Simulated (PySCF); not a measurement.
## TPSS on Sn(2+) (tin, charge +2)

Configuration: [Kr] 4d10 5s2, closed-shell 1S. All numbers are calculated (PySCF 2.14, scalar relativity by spin-free X2C-1e, in aug-cc-pwCVTZ-DK3).

```
Total energy                        : -6175.22 hartree
One-electron energy                 : -8457.97 hartree
Hartree (Coulomb) energy            : 2448.68 hartree
Exchange-correlation energy         : -165.93 hartree
⟨S²⟩                                : 0.0000
⟨L²⟩                                : 0.000
Sum of ⟨r⟩                          : 29.11 bohr
Sum of ⟨r²⟩                         : 34.44 bohr²
Langevin diamagnetic susceptibility : -27.3 ×10⁻⁶ cm³/mol
```

```json
{"shell": "1s", "electrons": "2", "mean orbital energy (eV)": "-29004.4", "rms radius, mean of both spins (bohr)": "0.0335"}
{"shell": "2s", "electrons": "2", "mean orbital energy (eV)": "-4395.4", "rms radius, mean of both spins (bohr)": "0.136"}
{"shell": "2p", "electrons": "6", "mean orbital energy (eV)": "-3948.4", "rms radius, mean of both spins (bohr)": "0.121"}
{"shell": "3s", "electrons": "2", "mean orbital energy (eV)": "-864.46", "rms radius, mean of both spins (bohr)": "0.362"}
{"shell": "3p", "electrons": "6", "mean orbital energy (eV)": "-717.58", "rms radius, mean of both spins (bohr)": "0.363"}
{"shell": "3d", "electrons": "10", "mean orbital energy (eV)": "-490.72", "rms radius, mean of both spins (bohr)": "0.343"}
{"shell": "4s", "electrons": "2", "mean orbital energy (eV)": "-152.14", "rms radius, mean of both spins (bohr)": "0.872"}
{"shell": "4p", "electrons": "6", "mean orbital energy (eV)": "-107.77", "rms radius, mean of both spins (bohr)": "0.947"}
{"shell": "4d", "electrons": "10", "mean orbital energy (eV)": "-43.287", "rms radius, mean of both spins (bohr)": "1.19"}
{"shell": "5s", "electrons": "2", "mean orbital energy (eV)": "-25.926", "rms radius, mean of both spins (bohr)": "2.35"}
```

Densities and radii are taken from the X2C orbitals without a picture-change correction, which distorts them close to the nucleus.
